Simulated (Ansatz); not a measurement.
## Abstraction of H: CH2BrI + GeH3(SnH2) → CHBrI + GeH3(SnH3)

Gas-phase species: CH2BrI (bromoiodomethane) `BrCI`, singlet; GeH3(SnH2), doublet; CHBrI `Br[CH]I`, doublet; GeH3(SnH3), singlet. A radical takes H: the energy is the difference in strength between the C–H bond broken and the Sn–H bond made.

Shapes, held fixed at every level: PBE0-D4/def2-TZVP. Programs: Ansatz 0.2.0. The zero-point and thermal change to 298 K, harmonic and unscaled (PBE0-D4/def2-TZVP), is -13.7 kJ/mol.

```tsv
level	kind	ΔH(298 K) (kJ/mol)	less CCSD(T)/def2-TZVPP
MP2/def2-TZVPP	perturbation theory	+105.2	+15.8
SPW92/def2-TZVPP	LDA	+88.0	-1.4
PBE0-D4/def2-TZVPP	global hybrid	+89.5	+0.1
r2SCAN0-D4/def2-TZVPP	global hybrid	+84.8	-4.6
B2PLYP/def2-TZVPP	double hybrid	+91.4	+2.0
CCSD/def2-SVP	coupled cluster or CI	+94.1	+4.7
CCSD/def2-TZVPP	coupled cluster or CI	+88.9	-0.5
CCSD(T)/def2-TZVPP	coupled cluster or CI	+89.4	0.0
```

The highest level, CCSD(T)/def2-TZVPP, gives ΔH(298 K) = +89.4 kJ/mol; the levels span +84.8 to +105.2. The column of differences is taken from that level and isn't an error. No measured value is set beside it here. Spin contamination: CHBrI (⟨S²⟩ up to 0.78). Open shells run unrestricted. For atoms past krypton def2 sets carry core potentials with scalar relativity. Relativity is left out for Br, Ge. Outer-core shells of Br, Ge, I, Sn are correlated, in sets that cover them unevenly.
